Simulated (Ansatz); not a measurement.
System: sum formula SiOF (charge -1, singlet). SMILES of the parent species: O=[Si]F
Coordinates optimised at B3LYP-D3(BJ)/def2-TZVP (Ansatz, a first-principles code):
```
Si
O 1 1.5548
F 1 1.6998 2 109.97
```
Charge -1, spin multiplicity 1.

Parts of the frozen-core correlation energy in STO-3G (Ansatz, hartree). Frozen orbitals: 7; correlated occupied orbitals by spin: 9 and 9; virtual: 3 and 3. Spin-orbit coupling is left out. Non-relativistic. The restricted reference is unstable.

```
term                            value
-------------------------  ----------
reference (HF)             -457.24494
MP2 opposite-spin                   ?
MP2 same-spin                       ?
CCSD correlation                    ?
(T)                          -0.01103
FCI minus CCSD(T)            -0.00062
T1 diagnostic                   0.024
largest doubles amplitude       0.190
```

**Question.** What belongs in the gaps?

**Answer.** 
- MP2 opposite-spin, value: -0.08700
- MP2 same-spin, value: -0.02577
- CCSD correlation, value: -0.12039
